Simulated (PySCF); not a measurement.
Two species compared at the same levels of theory.

First species: 3-chlorophenol, C₆H₅ClO.
InChI=1S/C6H5ClO/c7-5-2-1-3-6(8)4-5/h1-4,8H

Second species: C5H8ClNSi2.
SMILES: `[SiH3][SiH2]c1ccc(Cl)cn1`

Levels: PBE0/pcSseg-1 for dipole moment, HOMO energy, LUMO energy and HOMO–LUMO gap; GFN2-xTB for rotational constant A and rotational constant C. Geometries: GFN2-xTB. Each species is one conformer at its optimised geometry, gas phase, non-relativistic unless stated. Electronic properties by PySCF.

Dipoles, sizes and rotational constants follow the conformer. The torsions of the flexible species, by atom-mapped SMILES:
- `[OH:1][c:2]1[cH:3][cH:4][cH:5][c:6]([Cl:7])[cH:8]1`: H–O1–C2–C3 180°
- `[SiH3:1][SiH2:2][c:3]1[cH:4][cH:5][c:6]([Cl:7])[cH:8][n:9]1`: Si1–Si2–C3–C4 160°

| property | column X | column Y |
| --- | --- | --- |
| dipole moment | 1.65 D | 0.98 D |
| HOMO energy | -7.58 eV | -6.83 eV |
| LUMO energy | -1.31 eV | -0.57 eV |
| HOMO–LUMO gap | 6.27 eV | 6.26 eV |
| rotational constant A | 2.847 GHz | 3.473 GHz |
| rotational constant C | 0.374 GHz | 0.896 GHz |

**Question.** Which column belongs to which species?

**Answer.** Column X is the second species and column Y the first. The first has 13 atoms and 66 electrons, the second 17 and 90.

**Question.** How does each property change from the first species to the second?

**Answer.** dipole moment +0.67 D; HOMO energy -0.75 eV; LUMO energy -0.74 eV; HOMO–LUMO gap +0.01 eV; rotational constant A -0.626 GHz; rotational constant C -0.522 GHz.

On the first: The dipole equals about 3.3 × 10⁻³⁰ C·m (1 D = 3.33564 × 10⁻³⁰ C·m).

On the second: The dipole equals about 5.5 × 10⁻³⁰ C·m (1 D = 3.33564 × 10⁻³⁰ C·m). A dipole of 1.65 D is allowed in C1, and pure rotational transitions are dipole-allowed. GFN2-xTB frequencies show an imaginary mode (30i cm⁻¹), so this geometry is no minimum at that level.
